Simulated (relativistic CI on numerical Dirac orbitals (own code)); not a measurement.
## Line list: Forbidden lines, V⁵⁺

Computed by Dirac-Coulomb-Breit CI, separate exchange-only KLI orbitals for each configuration, QED by a radiative potential, valence Slater integrals scaled by 0.9, configuration energies shifted to the measured levels that pair with them (semi-empirical) (own radial code, finite nucleus).

CI space (outside the closed core [Ne]): 3s2 3p6, 3s2 3p5 3d, 3s 3p6 3d, 3s2 3p5 4p, 3s2 3p5 4d, 3s2 3p5 5s, 3s2 3p5 4f, 3s 3p6 4p, 3s 3p6 5p, 3s2 3p4 3d2, 3s2 3p5 4s, 3p6 3d2, 3s 3p5 3d2, 3s2 3p5 5p, 3s 3p6 4s, 3s2 3p5 5d, 3s2 3p5 5f, 3s2 3p5 5g, 3s2 3p4 3d 4s, 3s 3p6 4d, 3s2 3p4 3d 4p, 3s 3p6 5s, 3s 3p6 4f, 3s 3p6 5d, 3s 3p6 5f, 3s 3p6 5g, 3s 3p5 3d 4s, 3s2 3p4 4s2. Levels of other configurations are missing.

```csv
λ vac (nm),Lower,Upper,Type,A (s⁻¹),E lower (cm⁻¹),E upper (cm⁻¹)
259.64,3s2 3p5 3d 3P°_1 [3],3s2 3p5 3d 3D°_2 [11],M1,1.03e+00,309259,347773
262.29,3s2 3p5 3d 3P°_2 [4],3s2 3p5 3d 1F°_3 [12],M1,1.44e+00,311807,349933
278.04,3s2 3p5 3d 3P°_2 [4],3s2 3p5 3d 3D°_2 [11],M1,1.14e+01,311807,347773
278.70,3s2 3p5 3d 3P°_1 [3],3s2 3p5 3d 1D°_2 [9],M1,1.45e+00,309259,345139
300.01,3s2 3p5 3d 3P°_2 [4],3s2 3p5 3d 1D°_2 [9],M1,8.06e-01,311807,345139
303.50,3s2 3p5 3d 3P°_2 [4],3s2 3p5 3d 3D°_3 [8],M1,3.30e+00,311807,344756
386.55,3s2 3p5 3d 3F°_4 [5],3s2 3p5 3d 1F°_3 [12],M1,1.23e+01,324064,349933
464.24,3s2 3p5 3d 3F°_3 [6],3s2 3p5 3d 3D°_2 [11],M1,8.22e-01,326232,347773
466.67,3s2 3p5 3d 3F°_2 [7],3s2 3p5 3d 1F°_3 [12],M1,3.43e+00,328505,349933
483.26,3s2 3p5 3d 3F°_4 [5],3s2 3p5 3d 3D°_3 [8],E2,1.93e-01,324064,344756
483.26,3s2 3p5 3d 3F°_4 [5],3s2 3p5 3d 3D°_3 [8],M1,2.67e-01,324064,344756
518.99,3s2 3p5 3d 3F°_2 [7],3s2 3p5 3d 3D°_2 [11],M1,8.14e-01,328505,347773
528.90,3s2 3p5 3d 3F°_3 [6],3s2 3p5 3d 1D°_2 [9],M1,3.99e+00,326232,345139
539.84,3s2 3p5 3d 3F°_3 [6],3s2 3p5 3d 3D°_3 [8],M1,1.74e+00,326232,344756
601.16,3s2 3p5 3d 3F°_2 [7],3s2 3p5 3d 1D°_2 [9],M1,3.48e+00,328505,345139
615.32,3s2 3p5 3d 3F°_2 [7],3s2 3p5 3d 3D°_3 [8],M1,3.11e-01,328505,344756
1931.7,3s2 3p5 3d 3D°_3 [8],3s2 3p5 3d 1F°_3 [12],M1,8.51e-01,344756,349933
3315.0,3s2 3p5 3d 3D°_3 [8],3s2 3p5 3d 3D°_2 [11],M1,3.81e-01,344756,347773
4400.7,3s2 3p5 3d 3F°_3 [6],3s2 3p5 3d 3F°_2 [7],M1,4.05e-01,326232,328505
4610.7,3s2 3p5 3d 3F°_4 [5],3s2 3p5 3d 3F°_3 [6],M1,2.58e-01,324064,326232
```

Terms are leading LS components. Brackets give the number of a level in order of energy, since labels repeat. The list gives strong lines, with weight on those to low levels, without configurations that were not tied to measured data, among the lowest 400 of 612 levels, so that lines to higher ones, which can be the strongest, are missing. Levels whose partners in the same complex of configurations lie outside the list can be far off, and so can their lines. Rates are taken at the computed energies, electric ones in the length gauge.

Configurations whose levels could be paired with our table of measured levels were shifted onto them, all but the ground configuration, by the median error of their levels; single terms can still be off by 1,000 to 2,000 cm⁻¹ or more, and rates follow the energies as ν³ (E1, M1) or ν⁵ (E2). The others borrow a shift and can be off by several thousand cm⁻¹ or more. 31 of the 39 excited levels that our extract of the measured tables holds in this range could be paired (the sources list more); they are missed by 722 cm⁻¹ on average and 11109 at most, after the shifts were fitted to these levels, and levels without a partner can miss by more.

(1) From the table, what is the radiative lifetime of 3s2 3p5 3d 3D°_2?

Results:

(1) The listed rates from this level add up to about 1.44e+01 s⁻¹, 97 % of its decay; with all channels τ = 6.72e-02 s.

LS names give the leading component of a level, which can be under half, so a name can repeat, a term be missing and a line seem to break the LS rules.
